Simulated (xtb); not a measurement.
A geometry relaxed with GFN2-xTB (xtb 6.7.1), charge 0, multiplicity 2:

```xyz
7

H     -1.4353     0.6084    -0.1813
H      2.1776    -0.1176     0.1161
N      1.2068     0.1135     0.0053
H      1.0778     0.9761    -0.5120
N     -1.1819    -0.2253     0.3370
B      0.1434    -0.6334     0.5251
H     -1.9885    -0.7218     0.6695
```

### Question
Write the SMILES of this molecule.

### Answer
`N[B]N`
